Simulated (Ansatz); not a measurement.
Geometry optimisation, Ansatz, RKS PBE/6-31G*.

Input file:

```yaml
crystal:
  periodic: [false, false, false]
  atoms:
    - { symbol: B, position_ang: [0.204126, -0.613966, -0.479479] }
    - { symbol: "N", position_ang: [-0.01159, -0.036371, 2.187193] }
    - { symbol: H, position_ang: [-0.839969, 0.026971, 2.786405] }
    - { symbol: H, position_ang: [0.721766, 0.54741, 2.599485] }
    - { symbol: Cl, position_ang: [1.581065, 0.421167, -0.863697] }
    - { symbol: H, position_ang: [-0.913874, -0.244714, -0.693735] }
    - { symbol: S, position_ang: [0.558333, -2.386832, -0.015187] }
    - { symbol: H, position_ang: [-0.745989, -2.766512, 0.053639] }
    - { symbol: H, position_ang: [0.323231, -1.022354, 2.195276] }
basis:
  gaussian: { orbitals: "6-31G*" }
hamiltonian:
  xc: pbe
relax:
  f_tol: 0.03
  max_steps: 50
```

Run as:

```bash
$ ansatz run input.yaml --threads 1 --pin off --max-ram 2048MiB --backend cpu --events-out ev --progress --plain --runs-dir out
```

**Question.** Where does it end, and by what steps?

**Answer.** The run converged. After 16 steps the energy has fallen by 0.891 eV; H4 moved furthest, 0.90 Å. Joined: B1–N2 (2.74 → 1.65 Å).

```csv
step,energy less start (eV),largest force component (eV/Å),accepted
0,0.0000,0.630,yes
1,-0.1003,1.141,yes
2,-0.2599,1.513,yes
3,-0.5697,1.235,yes
4,-0.7332,1.097,yes
5,-0.6459,2.404,no
6,-0.8113,0.287,yes
7,-0.8244,0.159,yes
8,-0.8450,0.216,yes
9,-0.8310,0.999,no
10,-0.8603,0.153,yes
11,-0.8746,0.118,yes
12,-0.8859,0.102,yes
13,-0.8899,0.109,yes
14,-0.8906,0.062,yes
15,-0.8908,0.062,yes
16,-0.8909,0.006,yes
```

```xyz
9
Properties=species:S:1:pos:R:3
B 0.188 -0.553 0.192
N 0.126 -0.209 1.808
H -0.713 -0.621 2.240
H 0.129 0.808 1.980
Cl 1.761 0.286 -0.343
H -0.806 -0.062 -0.291
S 0.287 -2.452 0.042
H -1.046 -2.658 -0.136
H 0.950 -0.615 2.278
```

Whether the end is a true minimum wasn't checked by a vibrational analysis.

Time of the run: 54 s on 1 thread of Arm Neoverse V1, on a shared host, peak memory 0.14 GiB.
